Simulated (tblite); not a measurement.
Record of a relaxation.

Species: Ge₂H₁₁NSeSi₂.
Atom-mapped SMILES: `[SiH3:1][N:2]([SiH3:3])[GeH2:4][Se:5][GeH3:6]` (hydrogens: H7, H8, H9 on Si1; H10, H11, H12 on Si3; H13, H14 on Ge4; H15, H16, H17 on Ge6)

Computed with GFN2-xTB (tblite), gas phase: L-BFGS steps from a force-field or distance-geometry start until the largest atomic force falls under 0.01 eV/Å. 11 of its 272 geometries are shown.

Step 0: E = -519.9789 eV, largest atomic force 1.325 eV/Å
```
atom  x, y, z in Å  |  force x, y, z in eV/Å
Si1    -1.713   -1.171   -0.849    0.185   0.223  -0.250
N2     -0.540   -0.021   -0.154   -1.209  -0.236   0.487
Si3    -1.444    1.362    0.518   -0.014   0.163  -0.419
Ge4     0.277   -0.887    1.287    0.340  -0.052   0.220
Se5     1.970    0.465    2.219    0.008  -0.124  -0.369
Ge6     2.971    0.683    0.090   -0.036   0.124  -0.034
H7     -2.688   -1.588    0.173    0.058  -0.034  -0.069
H8     -2.429   -0.513   -1.953    0.211   0.028   0.208
H9     -1.010   -2.353   -1.364    0.102   0.156   0.128
H10    -0.524    2.328    1.122    0.102  -0.143  -0.051
H11    -2.411    0.905    1.535    0.086   0.042  -0.041
H12    -2.188    2.031   -0.571    0.255  -0.281   0.129
H13     0.915   -2.214    0.810   -0.187   0.231  -0.024
H14    -0.771   -1.221    2.383    0.265   0.040  -0.191
H15     4.290    1.500    0.227   -0.489  -0.335  -0.038
H16     2.004    1.428   -0.850    0.372  -0.239   0.213
H17     3.284   -0.721   -0.475   -0.049   0.440   0.099
```

Step 27: E = -520.3696 eV, largest atomic force 0.048 eV/Å
```
atom  x, y, z in Å  |  force x, y, z in eV/Å
Si1    -1.761   -1.232   -0.850    0.001   0.011   0.015
N2     -0.908   -0.154    0.222    0.027  -0.005   0.006
Si3    -1.516    1.444    0.565   -0.008  -0.016  -0.001
Ge4     0.257   -0.946    1.404   -0.006   0.036  -0.005
Se5     1.974    0.441    2.144   -0.010  -0.002  -0.005
Ge6     2.939    0.696    0.049    0.024  -0.009  -0.040
H7     -2.862   -1.897   -0.143    0.000  -0.001   0.005
H8     -2.258   -0.411   -1.948    0.009   0.015  -0.018
H9     -0.794   -2.230   -1.313    0.012   0.005  -0.009
H10    -0.386    2.264    1.008    0.006  -0.004  -0.001
H11    -2.545    1.383    1.610    0.001  -0.001   0.010
H12    -2.062    1.946   -0.693    0.006   0.002  -0.012
H13     0.821   -2.155    0.680    0.011  -0.033   0.005
H14    -0.477   -1.414    2.646   -0.029  -0.015   0.032
H15     4.212    1.473    0.255   -0.022  -0.014  -0.016
H16     2.069    1.443   -0.923   -0.003  -0.007   0.020
H17     3.292   -0.639   -0.562   -0.017   0.039   0.013
```

Step 54: E = -520.3897 eV, largest atomic force 0.083 eV/Å
```
atom  x, y, z in Å  |  force x, y, z in eV/Å
Si1    -1.579   -1.190   -0.930   -0.009  -0.051  -0.002
N2     -0.823   -0.190    0.279    0.005   0.013  -0.013
Si3    -1.421    1.418    0.591   -0.014  -0.014   0.054
Ge4     0.220   -0.993    1.565   -0.081   0.000  -0.018
Se5     2.049    0.318    2.148    0.003   0.012   0.017
Ge6     2.717    0.696   -0.041    0.055  -0.019  -0.057
H7     -2.734   -1.899   -0.368   -0.013   0.008   0.016
H8     -1.987   -0.289   -2.005    0.025  -0.032  -0.013
H9     -0.582   -2.162   -1.378    0.062  -0.007  -0.007
H10    -0.300    2.239    1.053    0.035   0.024  -0.003
H11    -2.449    1.364    1.635   -0.042   0.008  -0.003
H12    -1.941    1.906   -0.684    0.012   0.016   0.042
H13     0.653   -2.341    1.012   -0.027   0.032  -0.017
H14    -0.580   -1.221    2.838   -0.004   0.003  -0.012
H15     4.009    1.462    0.062   -0.002  -0.006  -0.034
H16     1.749    1.493   -0.870   -0.010  -0.004   0.049
H17     2.991   -0.601   -0.758    0.004   0.015   0.002
```

Step 81: E = -520.4224 eV, largest atomic force 0.063 eV/Å
```
atom  x, y, z in Å  |  force x, y, z in eV/Å
Si1    -1.234   -1.145   -1.001   -0.041   0.011   0.011
N2     -0.851   -0.187    0.400   -0.009  -0.019  -0.004
Si3    -1.425    1.428    0.718    0.005  -0.060  -0.018
Ge4     0.099   -1.000    1.736   -0.004   0.007   0.051
Se5     2.197   -0.010    1.984    0.018   0.040   0.015
Ge6     2.484    0.618   -0.240    0.018  -0.036  -0.006
H7     -2.434   -1.946   -0.727    0.023   0.002  -0.005
H8     -1.443   -0.223   -2.111    0.003   0.042  -0.035
H9     -0.081   -2.018   -1.250   -0.005  -0.016  -0.021
H10    -0.308    2.204    1.280   -0.053  -0.004  -0.018
H11    -2.523    1.386    1.690    0.009  -0.026  -0.026
H12    -1.843    1.941   -0.585    0.002   0.028   0.039
H13     0.233   -2.476    1.405   -0.034   0.027  -0.007
H14    -0.668   -0.848    3.035    0.038   0.010   0.036
H15     3.789    1.369   -0.281   -0.008  -0.012  -0.006
H16     1.395    1.505   -0.767    0.027  -0.002   0.008
H17     2.606   -0.585   -1.137    0.011   0.009  -0.013
```

Step 108: E = -520.4393 eV, largest atomic force 0.020 eV/Å
```
atom  x, y, z in Å  |  force x, y, z in eV/Å
Si1    -1.161   -1.093   -1.020   -0.008   0.011   0.015
N2     -0.870   -0.179    0.432   -0.002  -0.017  -0.007
Si3    -1.545    1.391    0.764    0.007   0.004   0.005
Ge4     0.098   -0.948    1.783   -0.001  -0.004  -0.007
Se5     2.263   -0.074    1.911   -0.010   0.003   0.005
Ge6     2.536    0.540   -0.317   -0.002   0.006   0.005
H7     -2.371   -1.905   -0.846    0.008   0.009  -0.005
H8     -1.299   -0.129   -2.109    0.007  -0.003  -0.003
H9      0.004   -1.963   -1.232    0.002  -0.006  -0.001
H10    -0.511    2.200    1.420   -0.003  -0.001   0.008
H11    -2.701    1.234    1.653    0.000   0.002  -0.002
H12    -1.914    1.960   -0.529   -0.003   0.001  -0.002
H13     0.111   -2.446    1.543    0.011   0.011   0.000
H14    -0.580   -0.655    3.107    0.000  -0.001   0.002
H15     3.859    1.254   -0.372   -0.001  -0.001  -0.002
H16     1.464    1.471   -0.802   -0.001  -0.004  -0.003
H17     2.611   -0.646   -1.237   -0.004  -0.008  -0.007
```

Step 136: E = -520.4486 eV, largest atomic force 0.039 eV/Å
```
atom  x, y, z in Å  |  force x, y, z in eV/Å
Si1    -1.127   -0.979   -1.030    0.007  -0.036  -0.001
N2     -0.911   -0.166    0.490   -0.015   0.010  -0.002
Si3    -1.748    1.313    0.873    0.005   0.010  -0.007
Ge4     0.197   -0.837    1.780   -0.007  -0.004   0.020
Se5     2.202    0.357    1.898    0.015   0.010   0.012
Ge6     2.603    0.438   -0.391   -0.008  -0.022   0.015
H7     -2.487   -1.523   -1.101    0.014   0.027   0.016
H8     -0.879   -0.013   -2.104    0.008  -0.002   0.000
H9     -0.140   -2.066   -1.070   -0.007   0.006  -0.012
H10    -0.899    2.110    1.767   -0.008  -0.026  -0.010
H11    -3.006    0.964    1.538   -0.012   0.014   0.003
H12    -1.966    2.010   -0.394   -0.003  -0.005   0.008
H13     0.449   -2.296    1.453   -0.008  -0.017  -0.009
H14    -0.483   -0.717    3.131    0.028   0.010  -0.025
H15     3.979    1.020   -0.559    0.007   0.002   0.006
H16     1.624    1.325   -1.103   -0.010  -0.004  -0.020
H17     2.587   -0.927   -1.026   -0.005   0.029   0.005
```

Step 163: E = -520.4532 eV, largest atomic force 0.053 eV/Å
```
atom  x, y, z in Å  |  force x, y, z in eV/Å
Si1    -1.104   -0.895   -1.020   -0.009   0.011   0.017
N2     -1.008   -0.177    0.560    0.016  -0.023   0.005
Si3    -1.977    1.215    0.966   -0.003   0.000  -0.001
Ge4     0.273   -0.702    1.754   -0.012   0.019   0.001
Se5     2.157    0.683    1.768   -0.011   0.014  -0.017
Ge6     2.720    0.347   -0.462   -0.035   0.037   0.013
H7     -2.520   -1.132   -1.299    0.026  -0.007   0.003
H8     -0.511    0.019   -2.007   -0.012  -0.009  -0.009
H9     -0.337   -2.145   -0.973   -0.019   0.013   0.000
H10    -1.314    1.919    2.067   -0.017  -0.019   0.007
H11    -3.302    0.726    1.362    0.021   0.013   0.005
H12    -2.054    2.069   -0.219    0.009   0.008  -0.011
H13     0.664   -2.117    1.382   -0.007  -0.038   0.004
H14    -0.320   -0.653    3.148    0.011   0.004  -0.016
H15     4.145    0.794   -0.627    0.016  -0.010   0.001
H16     1.867    1.162   -1.395    0.021  -0.006   0.006
H17     2.614   -1.101   -0.854    0.005  -0.005  -0.010
```

Step 190: E = -520.4619 eV, largest atomic force 0.034 eV/Å
```
atom  x, y, z in Å  |  force x, y, z in eV/Å
Si1    -1.141   -0.884   -0.989    0.007   0.020  -0.026
N2     -1.118   -0.219    0.617   -0.007  -0.004   0.003
Si3    -2.152    1.119    1.054    0.003   0.011  -0.008
Ge4     0.313   -0.571    1.696   -0.003   0.025   0.000
Se5     2.018    1.025    1.514    0.000  -0.021   0.011
Ge6     2.864    0.326   -0.533   -0.001   0.008  -0.008
H7     -2.530   -0.850   -1.432   -0.008  -0.006   0.009
H8     -0.281   -0.095   -1.890   -0.011  -0.006   0.028
H9     -0.620   -2.251   -0.893    0.007   0.006   0.012
H10    -1.721    1.589    2.375   -0.006  -0.012  -0.012
H11    -3.518    0.597    1.099    0.007  -0.005  -0.020
H12    -2.012    2.184    0.057    0.006  -0.001   0.009
H13     0.811   -1.956    1.327    0.014  -0.003   0.006
H14    -0.173   -0.529    3.129    0.014  -0.004  -0.001
H15     4.344    0.599   -0.536   -0.008  -0.010   0.004
H16     2.266    1.077   -1.690   -0.009   0.007  -0.007
H17     2.643   -1.146   -0.757   -0.003  -0.005   0.002
```

Step 217: E = -520.4756 eV, largest atomic force 0.033 eV/Å
```
atom  x, y, z in Å  |  force x, y, z in eV/Å
Si1    -1.075   -0.910   -0.940   -0.014   0.010  -0.003
N2     -1.117   -0.238    0.662    0.016  -0.009   0.017
Si3    -2.171    1.095    1.056    0.007  -0.024   0.008
Ge4     0.338   -0.503    1.740   -0.013   0.006   0.005
Se5     2.039    1.076    1.440    0.011  -0.009  -0.010
Ge6     2.794    0.319   -0.626    0.000  -0.027   0.019
H7     -2.454   -0.978   -1.404   -0.032   0.002   0.003
H8     -0.258   -0.067   -1.830    0.006  -0.001  -0.009
H9     -0.474   -2.242   -0.815    0.021  -0.004  -0.009
H10    -2.119    1.235    2.513   -0.010   0.007   0.021
H11    -3.498    0.708    0.587    0.005   0.004  -0.011
H12    -1.710    2.327    0.409    0.010   0.012  -0.020
H13     0.845   -1.906    1.456   -0.002   0.014   0.000
H14    -0.121   -0.370    3.176   -0.003  -0.010   0.000
H15     4.299    0.367   -0.636    0.008   0.017   0.012
H16     2.309    1.197   -1.745   -0.013   0.002  -0.023
H17     2.366   -1.099   -0.892    0.004   0.010   0.000
```

Step 244: E = -520.4795 eV, largest atomic force 0.019 eV/Å
```
atom  x, y, z in Å  |  force x, y, z in eV/Å
Si1    -1.102   -0.923   -0.945   -0.007   0.008  -0.004
N2     -1.101   -0.249    0.658   -0.009   0.010  -0.014
Si3    -2.100    1.133    1.024   -0.001   0.005  -0.002
Ge4     0.328   -0.559    1.753    0.004   0.012   0.010
Se5     2.056    1.003    1.521    0.006  -0.006  -0.007
Ge6     2.763    0.339   -0.591   -0.003   0.000   0.006
H7     -2.502   -1.104   -1.317    0.014   0.002   0.003
H8     -0.410   -0.024   -1.884   -0.003  -0.007   0.008
H9     -0.385   -2.199   -0.860    0.000  -0.009  -0.004
H10    -2.034    1.321    2.475   -0.007  -0.002  -0.001
H11    -3.443    0.783    0.567    0.001   0.007   0.004
H12    -1.598    2.323    0.326    0.002  -0.011   0.006
H13     0.824   -1.958    1.438    0.001  -0.013   0.003
H14    -0.155   -0.462    3.184    0.001  -0.002  -0.007
H15     4.260    0.480   -0.646   -0.003   0.010  -0.001
H16     2.183    1.205   -1.676    0.001  -0.003  -0.003
H17     2.409   -1.095   -0.878    0.001   0.000   0.002
```

Step 271: E = -520.4811 eV, largest atomic force 0.007 eV/Å
```
atom  x, y, z in Å  |  force x, y, z in eV/Å
Si1    -1.108   -0.944   -0.940   -0.001   0.002   0.006
N2     -1.096   -0.251    0.655   -0.003   0.001  -0.005
Si3    -2.066    1.153    1.016   -0.002   0.004   0.002
Ge4     0.324   -0.577    1.760    0.002   0.004   0.003
Se5     2.070    0.967    1.542    0.001  -0.001  -0.001
Ge6     2.741    0.351   -0.596   -0.001  -0.001   0.005
H7     -2.510   -1.134   -1.297   -0.002  -0.001   0.000
H8     -0.430   -0.054   -1.896    0.003   0.001  -0.002
H9     -0.387   -2.218   -0.850   -0.002   0.001   0.002
H10    -2.091    1.277    2.475    0.004  -0.002   0.002
H11    -3.389    0.880    0.461    0.001   0.000  -0.004
H12    -1.474    2.351    0.408    0.000  -0.007  -0.001
H13     0.804   -1.983    1.453   -0.001  -0.002   0.000
H14    -0.167   -0.473    3.187    0.002  -0.001  -0.004
H15     4.222    0.602   -0.695    0.001   0.000   0.000
H16     2.070    1.169   -1.665   -0.001  -0.001   0.000
H17     2.480   -1.105   -0.868    0.000   0.004  -0.002
```

Question: Summarise the path.

Answer: The energy falls by 11.58 kcal/mol from step 0 to step 271; nine tenths of that is first reached at step 88. It never rises by more than 0.2 meV. The largest force goes from 1.325 to 0.007 eV/Å. Among the bonds Ge6–H15 changes most, from 1.557 to 1.505 Å; the atoms move by 1.225 Å rms after alignment.

Question: Follow the three bonds and two angles with the largest change from start to end.

Answer: 
| step | E above end (kcal/mol) | largest force (eV/Å) | Ge6–H15 (Å) | Si1–N2 (Å) | Ge6–H17 (Å) | Si1–N2–Ge4 (°) | Si1–N2–Si3 (°) |
| --- | --- | --- | --- | --- | --- | --- | --- |
| 0 | 11.58 | 1.325 | 1.557 | 1.784 | 1.546 | 106.8 | 108.3 |
| 12 | 4.19 | 0.299 | 1.501 | 1.742 | 1.508 | 113.9 | 118.1 |
| 24 | 2.62 | 0.082 | 1.503 | 1.742 | 1.506 | 116.0 | 121.1 |
| 35 | 2.54 | 0.034 | 1.504 | 1.744 | 1.507 | 116.0 | 120.8 |
| 47 | 2.35 | 0.080 | 1.504 | 1.744 | 1.506 | 117.5 | 120.3 |
| 59 | 1.92 | 0.101 | 1.503 | 1.744 | 1.502 | 118.7 | 122.3 |
| 71 | 1.66 | 0.098 | 1.505 | 1.743 | 1.508 | 118.4 | 123.7 |
| 82 | 1.34 | 0.061 | 1.504 | 1.740 | 1.503 | 117.1 | 125.8 |
| 94 | 1.06 | 0.063 | 1.505 | 1.739 | 1.506 | 117.8 | 125.1 |
| 106 | 0.97 | 0.018 | 1.505 | 1.739 | 1.505 | 118.9 | 124.5 |
| 118 | 0.94 | 0.035 | 1.506 | 1.739 | 1.505 | 119.4 | 124.5 |
| 130 | 0.83 | 0.051 | 1.506 | 1.740 | 1.506 | 120.4 | 123.1 |
| 141 | 0.73 | 0.031 | 1.505 | 1.739 | 1.505 | 121.4 | 121.8 |
| 153 | 0.68 | 0.033 | 1.505 | 1.739 | 1.505 | 121.4 | 120.8 |
| 165 | 0.63 | 0.063 | 1.502 | 1.737 | 1.505 | 121.0 | 120.6 |
| 177 | 0.53 | 0.043 | 1.504 | 1.739 | 1.504 | 119.8 | 120.4 |
| 189 | 0.45 | 0.036 | 1.505 | 1.739 | 1.505 | 118.8 | 121.1 |
| 200 | 0.36 | 0.062 | 1.504 | 1.738 | 1.504 | 118.7 | 120.5 |
| 212 | 0.17 | 0.069 | 1.506 | 1.739 | 1.503 | 118.1 | 120.9 |
| 224 | 0.09 | 0.043 | 1.508 | 1.739 | 1.503 | 118.7 | 120.6 |
| 236 | 0.05 | 0.030 | 1.506 | 1.739 | 1.504 | 118.7 | 120.4 |
| 247 | 0.03 | 0.019 | 1.506 | 1.739 | 1.505 | 119.2 | 120.0 |
| 259 | 0.02 | 0.027 | 1.506 | 1.738 | 1.504 | 119.3 | 120.3 |
| 271 | 0.00 | 0.007 | 1.505 | 1.739 | 1.504 | 119.3 | 120.4 |

The cost below is that of the whole relaxation. On one thread of an Arm Neoverse V1, shared host with 32 logical CPUs at a one-minute load of 20, this took 3.0 s of wall time.
